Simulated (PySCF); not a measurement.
**Ions at one geometry of [Pb(H2O)4]2+**

PySCF 2.14.0, RKS PBE0, Pb def2-SVP with ECP60, O def2-SVP, H def2-SVP; non-relativistic Hamiltonian with scalar-relativistic core potentials where named; density fitting; no spin-orbit coupling; singlets restricted, open shells unrestricted. The geometry is relaxed for charge +2, singlet, vacuum:

```xyz
13

Pb    0.0000    0.0000    0.0000
O     1.4593    1.4589    1.4018
H     2.2489    1.2013    1.9051
H     1.3692    2.4156    1.5444
O    -1.4593   -1.4018    1.4589
H    -1.3691   -1.5445    2.4156
H    -2.2490   -1.9050    1.2013
O     1.4593   -1.4589   -1.4018
H     1.3692   -2.4156   -1.5444
H     2.2489   -1.2013   -1.9051
O    -1.4593    1.4018   -1.4589
H    -2.2490    1.9050   -1.2013
H    -1.3691    1.5445   -2.4156
```

Energies count from the relaxed state; an electron taken off or put on is at rest in vacuum. Charges and spins are Mulliken's.

```json
{"state": "charge +2, singlet, vacuum", "energy (eV)": "0.00", "spin squared": "0.00", "charge on Pb1 (e)": "1.25", "spin on Pb1 (e)": "0.00", "dipole about the centre of mass (D)": "0.00"}
{"state": "charge +1, doublet, vacuum", "energy (eV)": "-7.95", "spin squared": "0.75", "charge on Pb1 (e)": "0.48", "spin on Pb1 (e)": "0.92", "dipole about the centre of mass (D)": "0.02"}
```

Problem. What does the state charge +3, doublet, vacuum give?

Solution. energy (eV) 20.09, spin squared 0.76, charge on Pb1 (e) 1.36, spin on Pb1 (e) -0.03, dipole about the centre of mass (D) 0.01.

With an electron taken off (doublet) the charges change, summed by element, by Pb +0.11 e, O +0.53 e, H +0.36 e. The vertical ionisation energy is 20.09 eV, against −ε(HOMO) = 18.20 eV of the relaxed state. The level lies 1.9 eV too high, as is usual for semilocal functionals and global hybrids, which keep a self-interaction error.

With an electron put on (doublet) the charges change, summed by element, by Pb -0.77 e, O +0.17 e, H -0.39 e. The vertical electron affinity is 7.95 eV, against −ε(LUMO) = 9.85 eV of the relaxed state.

Open shells may have lower solutions than those found.

A frequency check found unstable modes (2, the lowest at -23 cm⁻¹), so the relaxed geometry is a saddle point, or these are noise.
